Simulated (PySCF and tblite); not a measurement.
The numbers below are computed, except where a source is named.
Molecule: C₂H₈GeN₂, numbered as in [CH2:1]=[CH:2][GeH:3]([NH2:4])[NH2:5].

The mean out-of-plane torsion at N4 (0° is planar) is held and the rest relaxed at GFN2-xTB. Energies: PBE/pcSseg-1 + D3(BJ). Programs: tblite and PySCF.

Spin–orbit effects of heavy atoms are missing.

GFN2-xTB profile:

(out-of-plane angle °, kcal/mol): (-37, 2.34), (-29, 1.59), (-20, 1.58), (-10, 1.73), (0, 1.58), (11, 1.04), (21, 0.33), (29, 0.00), (37, 0.55)

Q: Give the DFT energy and dipole along the out-of-plane angle.

A: 
```tsv
out-of-plane angle °	E kcal/mol	dipole D
-37	2.09	2.46
-29	2.04	2.20
-20	2.32	1.91
-10	2.50	1.56
0	2.24	1.21
11	1.75	0.91
21	0.78	0.60
29	0.08	0.42
37	0.00	0.49
```

Q: Where is the lowest sampled point, and what does the planar form cost?

A: At 37°; the point at 0° lies 2.24 kcal/mol above it.
